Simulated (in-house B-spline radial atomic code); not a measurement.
**RPA and G0W0 on SCAN: S6+**

Configuration [He] 2s2 2p6, mean-field start SCAN. Computed with an all-electron radial atomic-structure program (B-spline basis): all electrons, non-relativistic, point nucleus, each spin shell either full or empty, empty states to l = 9 with an (l + 1/2)⁻⁴ tail; G0W0 by contour deformation at full frequency.

Command:
```bash
python run_gw.py task.json out
```
Settings (radii: box in bohr, nucleus in fm):
```
Z                        16
electrons                10
configuration            [He] 2s2 2p6
hamiltonian              nr
method                   scan,scan
lmax                     9
spin_polarised           False
box_radius               9.29
intervals                47
```

Time taken, with all properties: 0.8 s on 1 thread of Arm Neoverse N1 (shared host).

Energies (hartree):

```csv
term,value
mean-field total,-388.01467
Hartree-Fock functional on these orbitals,-387.56099
direct second order,-0.65823
second-order exchange,0.23256
SOSEX correction,0.21953
```

**Question.** What is the RPA correlation energy, and what remains with SOSEX?

**Answer.** RPA gives -0.60615 hartree (-1.65 eV per electron); RPA + SOSEX gives -0.38662, and the second-order doubles -0.42568 hartree (no singles). RPA lacks exchange-type terms and so overcorrelates at short range.

Quasi-particle levels (eV):

```tsv
level	occupied	mean field	Σx - vxc	Σc	QP weight	G0W0
2p	yes	-260.67	-22.17	?	?	?
2s	yes	-316.32	-28.67	4.70	0.971	-340.30
1s	yes	-2517.43	-91.86	27.00	0.904	-2582.30
3s	no	-90.10	2.98	-0.62	0.998	-87.74
```

G0W0 = mean field + (Σx - vxc) + Σc, with Σc (partial-wave tail included) taken at the quasi-particle energy.

**Question.** Where does G0W0 put 2p?

**Answer.** At -280.82 eV, with Σc = 2.02 eV and a quasi-particle weight of 0.979. The tabulated removal energy is 280.954 ± 0.007 eV (NIST, measured); the calculation leaves out relativity, Breit and QED terms, and what these don't explain is the method's own error.
